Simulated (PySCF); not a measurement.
**EPR parameters of C2H10NO2Si2**

Compound: C₂H₁₀NO₂Si₂ (doublet state).
Cartesian coordinates in Å at the GFN2-xTB level; atoms count from 1:
```xyz
17
C2H10NO2Si2 angstrom
C     -1.3674    0.7851    0.5701
N     -0.7811   -0.3864   -0.0315
C     -1.5633   -1.5747    0.2027
Si     0.9059   -0.5259   -0.3194
O      1.1940   -1.6897   -1.4097
O      1.3613    0.9219   -0.8885
Si     2.1578    2.3250   -0.7747
H     -0.7617    1.6540    0.3298
H     -1.4375    0.6911    1.6613
H     -2.3763    0.9367    0.1753
H     -1.0762   -2.4249   -0.2656
H     -1.6729   -1.7838    1.2738
H     -2.5630   -1.4540   -0.2250
H      1.7689   -0.9292    0.7829
H      0.8589   -1.6016   -2.2985
H      1.7604    3.0031    0.4552
H      3.5853    2.0653   -0.8952
```

The hyperfine couplings belong to this conformer and change with its torsions.

Identity: `CN(C)[Si@@H](O)O[SiH2]` [radical].

Computed, not measured: PySCF, UKS B3LYP, pcH-1 on C H N O Si, non-relativistic, mean-field spin-orbit, GIAO. The structure is a single GFN2-xTB conformer in the gas phase; no vibrational or solvent corrections. The geometry wasn't refined by DFT: couplings that depend on bond lengths, twists or pyramidal angles can differ widely from those at the functional's own minimum, by a factor of two or more for some ions and for spin on atoms past the first row. No stability test was run, so a lower SCF solution isn't excluded.

```
g1, g2, g3                      : 2.00143, 2.00213, 2.00417
g_iso                           : 2.00258
Form of g                       : rhombic: the two nearest values differ by 26 % of g3 − g1
⟨S²⟩                            : 0.7511 (exact 0.7500)
HOMO–LUMO gap, α and β orbitals : 5.86, 3.78 eV
Total energy                    : -866.55498 Eh
Basis functions                 : 295
```

Isotropic coupling and dipolar principal values T1 to T3, in MHz; ρ(0) is the spin density at the nucleus:

```
atom  isotope   a_iso  of which spin–orbit      T1    T2    T3  Mulliken spin population  ρ(0) (bohr⁻³)
  C1      13C     0.0                  0.0    -0.2  -0.2   0.5                      0.00         0.0000
  N2      14N    -0.2                  0.0    -0.1   0.0   0.1                      0.00        -0.0007
  C3      13C     0.0                  0.0    -0.1  -0.1   0.2                      0.00         0.0000
 Si4     29Si   -18.4                  0.0    -4.5   2.2   2.3                      0.00         0.0207
  O5      17O     0.2                  0.0    -0.3   0.1   0.2                      0.00        -0.0003
  O6      17O   -47.0                 -0.1   -23.1  11.0  12.1                      0.04         0.0774
 Si7     29Si  -593.4                  1.0  -159.3  79.5  79.8                      0.89         0.6688
  H8       1H     0.1                  0.0    -1.7  -1.7   3.4                      0.00         0.0000
  H9       1H     0.2                  0.0    -0.6  -0.6   1.3                      0.00         0.0000
 H10       1H     0.1                  0.0    -0.6  -0.6   1.2                      0.00         0.0000
 H11       1H     0.0                  0.0    -0.4  -0.4   0.8                      0.00         0.0000
 H12       1H     0.0                  0.0    -0.3  -0.3   0.7                      0.00         0.0000
 H13       1H     0.2                  0.0    -0.3  -0.3   0.7                      0.00         0.0000
 H14       1H     3.9                  0.0    -1.4  -1.0   2.5                      0.01         0.0009
 H15       1H    -0.1                  0.0    -0.9  -0.8   1.7                      0.00         0.0000
 H16       1H    87.9                  0.0    -9.0   0.8   8.2                      0.03         0.0197
 H17       1H    91.4                  0.0    -8.9   0.9   8.1                      0.03         0.0205
```

The largest Mulliken spin population is on Si7 (+0.89). The angles at Si7 add up to 332.8°, so it is pyramidal.

Axes: g3 points within 7° of the O6–Si7 bond.

Under fast tumbling the dipolar parts average out, and these isotropic splittings remain: 2 × 1H (H16/H17, I = 1/2, 3 lines) with 3.20 mT and 1 × 1H (H14, I = 1/2, 2 lines) with 0.14 mT.

Nuclei that the bonding pattern makes equivalent are averaged, as if the motion that swaps them (rotation, inversion, ring flip) were fast. C1 and C3, with what hangs on them, aren't averaged: N2 is flat or nearly so (angle sum 354°), and its turn about the short N2–Si4 bond (1.72 Å) is taken as slow.

The 29Si coupling of Si7 (-593.4 MHz) shows only in satellite lines or after enrichment, since that isotope makes up about 4.7 % of natural silicon.

The 17O coupling of O6 (-47.0 MHz) shows only in satellite lines or after enrichment, since that isotope makes up about 0.038 % of natural oxygen.

On an Arm Neoverse V2 with one thread, shared host with 96 logical CPUs at a one-minute load of 63, this took 1.9 min (with the writing of density and orbital grids) and 1.1 GiB of memory at its peak.
